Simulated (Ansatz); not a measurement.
Coupled-cluster diagnostics for the cluster Na2Cl2, Ansatz.

Geometry of the singlet (PBE0-D4/def2-TZVP):

Cartesian coordinates in Å:
```
Na 1.2536 -0.2975 0.9398
Na -1.2534 0.2974 -0.9403
Cl 0.8662 1.6471 -0.6329
Cl -0.8664 -1.6470 0.6334
```

Correlated methods freeze 12 core orbitals; core or outer-core shells of Na are correlated, in sets that lack core-valence functions. In the triplet, Cl3 and Cl4 lie 2.64 Å apart (atoms count from 1), so these atoms are partly bonded to each other. In the quintet geometry the species has come apart into loosely held pieces. The structure comes from a short search, and lower isomers may exist.

Geometry of the charge 0 triplet (PBE0-D4/def2-TZVP):

```csv
atom,x (Å),y (Å),z (Å)
Na1,-2.3079,-0.2771,0.3113
Na2,2.3077,0.2771,-0.3124
Cl3,0.1600,-1.3102,0.0201
Cl4,-0.1599,1.3103,-0.0189
```

Geometry of the charge 0 quintet (PBE0-D4/def2-TZVP):

```
atom   x (Å)   y (Å)   z (Å)
 Na1   1.748  -0.980   0.744
 Na2  -1.747   0.981  -0.744
 Cl3  -1.263   0.207   3.239
 Cl4   1.262  -0.208  -3.239
```

Question: Estimate the CCSD(T) correlation energy, the shares of MP2 and (T), T1 and the reference's ⟨S²⟩ for: charge 0, singlet, own geometry in def2-TZVPP; charge 0, triplet, own geometry in def2-TZVPP; charge 0, quintet, own geometry in def2-TZVPP; charge 1, doublet, vertical in def2-TZVPP; and the rough time on 4 threads of Arm Neoverse V1 on a shared host.

Answer: 
```
                          state       basis  correlation (eV)  MP2 share (%)  (T) share (%)     T1  ⟨S²⟩ (pure)  wall time                 remarks
charge 0, singlet, own geometry  def2-TZVPP           -21.608           92.1            2.7  0.006  0.00 (0.00)       23 s                       –
charge 0, triplet, own geometry  def2-TZVPP           -21.426           91.3            3.0  0.040  2.02 (2.00)    3.5 min  flagged by the program
charge 0, quintet, own geometry  def2-TZVPP           -19.724           89.7            2.3  0.009  6.02 (6.00)    1.7 min                       –
    charge 1, doublet, vertical  def2-TZVPP           -20.609           90.9            2.6  0.019  0.76 (0.75)    1.7 min                       –
```
Customary marks for T1 are 0.02 (closed shells), 0.045 (open shells) and about 0.05 (3d metals). T1 exceeds 0.02 in 1 of 4 rows and 0.045 in 0; the higher it lies, the less the single-reference result can be trusted.
